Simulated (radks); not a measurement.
Results of a calculation; reference values are marked as such.
Isoelectronic series with 14 electrons, each ion in its NIST ground configuration. Code: a radial shooting solver on a logarithmic mesh with Libxc functionals. Model: scalar-relativistic Kohn-Sham, PBE, spin-polarised, spherical densities, finite nucleus; open shells are filled with parallel spins first; Fermi nuclear charge, rms radius of each element as measured or else 0.836 A^(1/3) + 0.57 fm. Total energies (hartree) and orbital eigenvalues (hartree) (* marks an orbital that is empty in some or all of the ions):

| ion | configuration | E (hartree) | 3p down* | 3p up | 3s down |
|---|---|---|---|---|---|
| Si | [Ne] 3s2 3p2 | -289.86592 | -0.10993 | -0.16981 | -0.35624 |
| P+ | [Ne] 3s2 3p2 | -341.58339 | -0.47231 | -0.55189 | -0.80437 |
| S2+ | [Ne] 3s2 3p2 | -397.84204 | -0.96851 | -1.06596 | -1.38635 |
| Cl3+ | [Ne] 3s2 3p2 | -458.63625 | -1.58892 | -1.70331 | -2.09267 |
| Ar4+ | [Ne] 3s2 3p2 | -523.96729 | -2.32913 | -2.45990 | -2.91914 |
| K5+ | [Ne] 3s2 3p2 | -593.84006 | -3.18668 | -3.33347 | -3.86354 |
| Ca6+ | [Ne] 3s2 3p2 | -668.26173 | -4.16013 | -4.32268 | -4.92461 |
| Sc7+ | [Ne] 3s2 3p2 | -747.24119 | -5.24856 | -5.42669 | -6.10161 |
| Ti8+ | [Ne] 3s2 3p2 | -830.78869 | -6.45136 | -6.64495 | -7.39413 |
| V9+ | [Ne] 3s2 3p2 | -918.91561 | -7.76816 | -7.97710 | -8.80198 |
| Cr10+ | [Ne] 3s2 3p2 | -1011.63422 | -9.19872 | -9.42294 | -10.32511 |
